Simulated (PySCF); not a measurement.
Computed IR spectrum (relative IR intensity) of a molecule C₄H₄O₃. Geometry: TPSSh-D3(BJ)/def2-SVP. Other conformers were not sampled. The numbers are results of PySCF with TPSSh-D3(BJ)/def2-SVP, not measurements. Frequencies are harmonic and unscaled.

```csv
ν (cm⁻¹),relative intensity
781,2.7
868,9.7
1024,8.9
1106,21
1134,36
1141,2.1
1336,100
1444,3.0
1739,11
1903,63
3047,16
3109,6.2
```

Q: Which molecule gave these data?
(A) CC=C1OC(=O)O1
(B) C=C1OCOC1=O
(C) O=C[C@@H]1OCC1=O
(D) C=C1COC(=O)O1

A: B, C=C1OCOC1=O
